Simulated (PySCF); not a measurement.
Level of theory: delta-SCF UKS SCAN, pcX-2 on the ionised atom, pcseg-1 elsewhere, spin-free X2C (PySCF). Geometries: PBE0-D3(BJ)/def2-SVP; isolated species, one conformer each. Values against the vacuum level.

(1) Order these sites by rising C 1s binding energy.
A. Carbon in `C1CNCCN1`
B. C2 in `[CH:1]#[C:2][C:3](=[O:4])[O-:5]`
C. C3 in `[CH:1]#[C:2][c:3]1[cH:4][c:5]([O:6][CH3:7])[n:8][se:9]1`
D. C4 in `[CH3:1][CH:2]([CH3:3])[C:4]1=[CH:5][O:6][BH2-:7][O+:8]=[CH:9]1`

(2) Rank by computed O 1s binding energy, lowest first.
A. Oxygen in `CC(C)C1=CO[BH2-][O+]=C1`
B. Oxygen in `C#CC1=CC(OC)=N[Se]1`
C. Oxygen in `C#CC(=O)[O-]`

Results:

(1) B (285.86 eV), D (290.73 eV), A (291.14 eV), C (291.62 eV).

From the lowest up, the atoms are bonded to: C (triple bond) and C in a species of charge -1 (285.86); 3 C (290.73); N, C and 2 H (291.14); C (aromatic in the SMILES), Se (aromatic in the SMILES) and C (291.62).

(2) C (531.13 eV), A (538.78 eV), B (539.11 eV).

The highest is bonded to 2 C, the lowest to C in a species of charge -1; the range is 7.98 eV.

1 of these hole states is spin-contaminated (⟨S²⟩ 0.88, against 0.75; counted from 0.85) and less certain. The basis sets have no added diffuse functions, a weakness for anions.
